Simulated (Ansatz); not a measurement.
Reaction (substitution at a C–Si bond): `FC([SiH3])[TeH]` + CH₃OH → `COC(F)[TeH]` + SiH₄

Computed with Ansatz on PBE0-D4/def2-TZVP structures; ΔE is electronic, products minus reactants. CBS: MP2 limit from def2 TZ/QZ plus the TZ coupled-cluster correction, frozen cores. This one scheme is used for every species. Functionals use def2-TZVPP. def2 core potentials past Kr. For Te outer-core shells are correlated without core-valence functions, which leaves a few kJ/mol of doubt a bond. Each species was taken in one conformer, which may not be the lowest.

CCSD(T)/CBS gives +0.30 eV.

Another level gave +0.22 eV. Which?
A. LDA (SPW92)/def2-TZVPP
B. ωB97X-V/def2-TZVPP
C. r2SCAN0-D4/def2-TZVPP
D. revPBE/def2-TZVPP

C. r2SCAN0-D4 0.22, LDA (SPW92) 0.13, ωB97X-V 0.18, revPBE 0.26 eV.

Largest T1 diagnostic among the species: 0.012.

Leaving LDA and LC-ωPBE aside and taking each functional with its dispersion term where it has one, the values, not all of them listed here, spread over 0.10 eV, from CAM-B3LYP-D4 to HSE06-D4. LDA lies −0.10 eV from PBE without D4. In def2-TZVPP, CCSD(T) changes the Hartree–Fock value by +0.09 eV (the triples alone add −0.00 eV) and MP2 by +0.14 eV.
